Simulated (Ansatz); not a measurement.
`[F][GeH2][GaH2]` + H₂O → `[OH][GeH2][F]` + `[GaH3]` at 500 K and 1 bar (formal hydrolysis of a Ge–Ga bond).

Computed with Ansatz on PBE0-D4/def2-TZVP structures; ΔE is electronic, products minus reactants. CCSD(T)/CBS adds triple-zeta CCSD(T) − MP2 to the extrapolated MP2 energy (def2 sets, frozen cores). This one scheme is used for every species. For Ga, Ge outer-core shells are correlated without core-valence functions, which leaves a few kJ/mol of doubt a bond. Scalar relativity is left out up to krypton. One conformer a species, not always the lowest.

```
          species  CCSD(T)/CBS energy (Eh)  H − E (kJ/mol)  S (J/(mol·K))
`[F][GeH2][GaH2]`              -4102.26260           120.9          390.2
              H₂O                -76.37941            73.2          206.3
  `[OH][GeH2][F]`              -2252.93819           114.8          333.0
         `[GaH3]`              -1925.70545            69.3          243.1
```

H − E and S are ideal-gas, rigid-rotor, harmonic terms from PBE0-D4/def2-TZVP, for one conformer and one mirror image of each species. 1 Eh = 2625.50 kJ/mol, R = 8.31446 J/(mol·K).

Problem. By hand: ΔE, ΔH, ΔS and ΔG.

Solution. ΔE = (-2252.93819) + (-1925.70545) − (-4102.26260) − (-76.37941) = -0.00163 Eh = -4.3 kJ/mol. Δ(H − E) = 114.8 + 69.3 − 120.9 − 73.2 = -10.0, so ΔH = -14.3 kJ/mol. ΔS = 333.0 + 243.1 − 390.2 − 206.3 = -20.4 J/(mol·K). ΔG = -14.3 − 500 × (-20.4)/1000 = -4.1 kJ/mol.

Problem. By hand: the equilibrium constant, and the temperature at which ΔG would vanish if ΔH and ΔS stayed fixed.

Solution. log₁₀ K = −ΔG/(RT ln 10) = 0.4. ΔG = 0 at ΔH/ΔS = 701 K.

TΔS isn't small against ΔH here. The sign of ΔG lies within the doubt. A doubt of 5 kJ/mol in ΔE shifts log₁₀ K by 0.5 here. Other conformers and mirror images would add mixing entropy, several J/(mol·K) or more a flexible species. These are equilibria of isolated gas molecules and say nothing of rates. Largest T1 diagnostic: 0.013 (customary marks: 0.02 for closed shells, 0.045 for open ones).
